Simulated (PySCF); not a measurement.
```xyz
4
charge 0 multiplicity 1, angstrom
Nb    0.0000    0.0000    0.4331
N     0.0000    0.0000    2.0694
Br    2.3248    0.0000   -0.4388
Br   -2.3248    0.0000   -0.4388
```

Computed with PBE0/[Nb def2-SVP with ECP28, N def2-SVP, Br def2-SVP], scalar-relativistic core potentials, density fitting, no spin–orbit coupling, PySCF.

This geometry of NbNBr₂ is a stationary point at this level.

Q: What is the point group?

A: C2v.

Q: Is it a minimum?

A: No: it has 1 imaginary mode, at 65i cm⁻¹ (b1).

Q: Which band is strongest in the infrared?

A: 1169 cm⁻¹ (a1), 112 km/mol.

Q: What are the dipole moment and the gap between the highest occupied and lowest empty levels?

A: 1.73 D and 4.01 eV.

Q: Give the atomic charges and bond orders.

A: 
```csv
atom,Mulliken,Löwdin,polar tensor,Mayer order to Nb1
Nb1,0.69,-0.23,1.79,–
N2,-0.17,-0.01,-0.66,3.05
"Br3,4",-0.26,0.12,-0.57,1.18
```

Other isomers or separated fragments may lie lower. At this level a singlet minimum of Cs symmetry lies 7 kJ/mol below this structure.
